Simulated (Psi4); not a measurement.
Psi4 input (wB97X-D/6-31G*):

```
memory 1500 MB

molecule {
0 2
F     1.99715300    0.07033100    0.09770500
C     0.69813700   -0.11028500    0.05173700
C    -0.09730500   -1.18616400    0.14943200
C    -1.44602100   -0.74846900    0.02019600
C    -1.35752100    0.59471600   -0.15017800
O    -0.04127100    1.00388900   -0.13308500
H    -2.34541300   -1.33820300    0.04895000
H    -2.08254400    1.37532800   -0.29074400
symmetry c1
no_reorient
no_com
}

set {
  basis 6-31G*
  reference uks
  scf_type pk
  dft_radial_points 99
  dft_spherical_points 590
  e_convergence 1e-8
  d_convergence 1e-7
  maxiter 150
}

e = energy('wb97x-d')
print_out(f'\nFINAL {e:.10f} DIPOLE {variable("CURRENT DIPOLE")[0]:.6f} {variable("CURRENT DIPOLE")[1]:.6f} {variable("CURRENT DIPOLE")[2]:.6f}\n')
```

Output:

```
   => Loading Basis Set <=

    Name: 6-31G*
    Role: ORBITAL
    Keyword: BASIS
    atoms 1   entry F          line   162 file 6-31gs.gbs
    atoms 2-5 entry C          line   111 file 6-31gs.gbs
    atoms 6   entry O          line   145 file 6-31gs.gbs
    atoms 7-8 entry H          line    44 file 6-31gs.gbs

   => WB97X-D: Empirical Dispersion <=

    Chai and Head-Gordon Dispersion Correction
    Chai, J.-D.; Head-Gordon, M. (2010), J. Chem. Phys., 132: 6615-6620

        s6 =       1.000000

         ---------------------------------------------------------
                                   SCF
               by Justin Turney, Rob Parrish, Andy Simmonett
                          and Daniel G. A. Smith
                              UKS Reference
         ---------------------------------------------------------

  ==> Geometry <==

    Molecular point group: c1
    Full point group: C1

    Geometry (in Angstrom), charge = 0, multiplicity = 2:

       Center              X                  Y                   Z               Mass
    ------------   -----------------  -----------------  -----------------  -----------------
         F            1.997153000000     0.070331000000     0.097705000000    18.998403162730
         C            0.698137000000    -0.110285000000     0.051737000000    12.000000000000
         C           -0.097305000000    -1.186164000000     0.149432000000    12.000000000000
         C           -1.446021000000    -0.748469000000     0.020196000000    12.000000000000
         C           -1.357521000000     0.594716000000    -0.150178000000    12.000000000000
         O           -0.041271000000     1.003889000000    -0.133085000000    15.994914619570
         H           -2.345413000000    -1.338203000000     0.048950000000     1.007825032230
         H           -2.082544000000     1.375328000000    -0.290744000000     1.007825032230

  Running in c1 symmetry.

  Rotational constants: A =      0.34853  B =      0.12078  C =      0.08970 [cm^-1]
  Rotational constants: A =  10448.77920  B =   3620.97691  C =   2689.08629 [MHz]
  Nuclear repulsion =  213.173392900845016

  Charge       = 0
  Multiplicity = 2
  Electrons    = 43
  Nalpha       = 22
  Nbeta        = 21

  ==> Algorithm <==

  SCF Algorithm Type is PK.
  DIIS enabled.
  MOM disabled.
  Fractional occupation disabled.
[...]
      65A      1.887549    66A      1.890065    67A      1.941737
      68A      1.992381    69A      2.068182    70A      2.090863
      71A      2.126581    72A      2.145090    73A      2.234979
      74A      2.262065    75A      2.363412    76A      2.364215
      77A      2.421625    78A      2.462779    79A      2.635560
      80A      2.637019    81A      2.709965    82A      2.730319
      83A      2.820672    84A      2.853764    85A      3.005595
      86A      3.023004    87A      3.223020    88A      3.281021
      89A      4.039963    90A      4.206467    91A      4.240466
      92A      4.428519    93A      4.534030    94A      5.417818

    Beta Occupied:

       1A    -24.869006     2A    -19.360612     3A    -10.441623
       4A    -10.363970     5A    -10.326979     6A    -10.320843
       7A     -1.367669     8A     -1.229927     9A     -0.912381
      10A     -0.849905    11A     -0.713160    12A     -0.696522
      13A     -0.620611    14A     -0.602376    15A     -0.577136
      16A     -0.552360    17A     -0.524651    18A     -0.496902
      19A     -0.471773    20A     -0.372633    21A     -0.306731

    Beta Virtual:

      22A     -0.046152    23A      0.084474    24A      0.166781
      25A      0.197796    26A      0.219218    27A      0.237022
      28A      0.308328    29A      0.310797    30A      0.391387
      31A      0.467381    32A      0.520239    33A      0.594610
      34A      0.600897    35A      0.616628    36A      0.656375
      37A      0.663381    38A      0.677080    39A      0.694625
      40A      0.698722    41A      0.733782    42A      0.772549
      43A      0.777482    44A      0.927113    45A      0.938021
      46A      0.963933    47A      1.013352    48A      1.052673
      49A      1.055297    50A      1.123549    51A      1.167612
      52A      1.240538    53A      1.300595    54A      1.365610
      55A      1.415196    56A      1.437858    57A      1.447277
      58A      1.483716    59A      1.552444    60A      1.554356
      61A      1.623674    62A      1.650057    63A      1.763011
      64A      1.849377    65A      1.892523    66A      1.893372
      67A      1.958837    68A      2.005897    69A      2.072337
      70A      2.093150    71A      2.147894    72A      2.153578
      73A      2.251382    74A      2.274286    75A      2.368125
      76A      2.368889    77A      2.429452    78A      2.479523
      79A      2.640127    80A      2.650844    81A      2.712739
      82A      2.739817    83A      2.824842    84A      2.874589
      85A      3.015056    86A      3.035082    87A      3.225889
      88A      3.291959    89A      4.050711    90A      4.211063
      91A      4.272517    92A      4.429633    93A      4.553883
      94A      5.419740

    Final Occupation by Irrep:
              A
    DOCC [    21 ]
    SOCC [     1 ]
    NA   [    22 ]
    NB   [    21 ]

  @UKS Final Energy:  -328.44310370189203

   => Energetics <=

    Nuclear Repulsion Energy =            213.1733929008450161
    One-Electron Energy =                -871.1026828747515083
    Two-Electron Energy =                 358.3733274592419775
    DFT Exchange-Correlation Energy =     -28.8855231603732783
    Empirical Dispersion Energy =          -0.0016180268541968
    VV10 Nonlocal Energy =                  0.0000000000000000
    Total Energy =                       -328.4431037018920279

  UHF NO Occupations:
  HONO-2 :   20  A 1.9994677
  HONO-1 :   21  A 1.9959836
  HONO-0 :   22  A 1.0000000
  LUNO+0 :   23  A 0.0040164
  LUNO+1 :   24  A 0.0005323
  LUNO+2 :   25  A 0.0003011
  LUNO+3 :   26  A 0.0001541

Computation Completed

Properties will be evaluated at   0.000000,   0.000000,   0.000000 [a0]

Properties computed using the SCF density matrix

 Multipole Moments:

 ------------------------------------------------------------------------------------
     Multipole            Electronic (a.u.)      Nuclear  (a.u.)        Total (a.u.)
 ------------------------------------------------------------------------------------

 L = 1.  Multiply by 2.5417464519 to convert [e a0] to [Debye]
 Dipole X            :         -0.7092072           -0.0000151           -0.7092223
 Dipole Y            :          0.0100591            0.0000076            0.0100666
 Dipole Z            :         -0.0392519           -0.0000132           -0.0392651
 Magnitude           :                                                    0.7103797

 ------------------------------------------------------------------------------------

FINAL -328.4431037019 DIPOLE -0.709222 0.010067 -0.039265

*** Psi4 exiting successfully. Buy a developer a beer!
```

The geometry given is a B3LYP-D3(BJ)/def2-TZVP minimum.
